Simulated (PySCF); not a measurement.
O3S. Atoms are numbered in the order given.

```xyz
4

O      1.4266     0.0000     0.0000
S      0.0000     0.0000     0.0000
O     -0.7133    -1.2355     0.0000
O     -0.7133     1.2355     0.0000
```

The structure is a stationary point at B3LYP-D3(BJ)/def2-TZVP.

Method: PySCF with HF/def2-TZVPD.

Symmetry labels are those of the subgroup C2v that the program uses (full group D3h).

List the valence orbital energies around the gap with their symmetry. (Estimate from the structure and the level; the computed values follow.)


| orbital | symmetry | energy (eV) |
|---|---|---|
| HOMO−7 | B2 | -20.32 |
| HOMO−6 | B1 | -20.31 |
| HOMO−5 | A1 | -20.31 |
| HOMO−4 | A1 | -16.93 |
| HOMO−3 | B1 | -16.93 |
| HOMO−2 | A2 | -15.59 |
| HOMO−1 | B2 | -15.59 |
| HOMO | B1 | -14.70 |
| LUMO | A1 | 0.61 |
| LUMO+1 | B2 | 1.45 |
| LUMO+2 | B2 | 1.66 |
| LUMO+3 | A1 | 1.80 |
